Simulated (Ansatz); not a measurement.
Abridged output of a molecular run in Ansatz:

```
Functional definition: HF
979 factors; integrals over basis functions are off by at most 1.2e-3 eV
mean field evaluation 1: about -62332.1221 eV, gradient 2.8e1 eV
mean field evaluation 2: about -62332.1241 eV, gradient 2.8e1 eV
mean field evaluation 4: about -62334.0853 eV, gradient 2.9e0 eV
mean field evaluation 8: about -62334.1138 eV, gradient 3.1e-4 eV
mean field -62334.11376597 eV, -2290.7364293195 hartree, gradient 2.2e-6 eV, S^2 0.000000; 0 other end points of the search recorded, 0 dependent functions left out
15 core orbitals not correlated: weight in the atoms' cores, before any rotation towards them, 1.000 or more for the frozen orbitals, at most 0.000 for the correlated occupied ones
reference -62334.11376597 eV, -2290.7364293195 hartree; 15, 15 occupied and 69, 69 virtual orbitals, 979 factors
second order -14.37101859 eV of doubles, -0.00000000 eV of singles
cycle   1  -14.67392927 eV  change   -3.0e-1 eV  update   1.0e-1
cycle   2  -15.23125633 eV  change   -5.6e-1 eV  update   3.1e-2
cycle   3  -15.33198994 eV  change   -1.0e-1 eV  update   1.4e-2
cycle   4  -15.32482153 eV  change    7.2e-3 eV  update   2.8e-3
cycle   5  -15.32488395 eV  change   -6.2e-5 eV  update   9.5e-4
cycle   6  -15.32499696 eV  change   -1.1e-4 eV  update   2.4e-4
cycle   7  -15.32481555 eV  change    1.8e-4 eV  update   8.3e-5
cycle   8  -15.32479827 eV  change    1.7e-5 eV  update   2.6e-5
perturbative correction -0.36622806 eV, -0.0134586328 hartree
Total energy: -62349.80479230 eV, -2291.3130639013 hartree
```

Its atoms:

```xyz
10

Si   -1.164    0.628    0.791
O     0.295   -0.214    0.734
Ga    1.245   -0.484   -1.205
H    -1.579    0.667    2.216
H    -2.194   -0.064   -0.016
H    -0.872    1.977    0.273
H     0.383   -0.992    1.290
H     2.594    0.282   -0.959
H     0.067    0.262   -1.955
H     1.225   -2.062   -1.168
```

Question: Which basis set was used?
A. def2-SVP
B. cc-pV(Q+d)Z
C. def2-TZVPP
D. def2-QZVPP

Answer: A. It gives 99 functions.

Question: Write the keys of the input that set method, charge and spin (a neutral closed shell needs none for the last two).

Answer: 
```yaml
correlation: {method: ccsd_t}
```
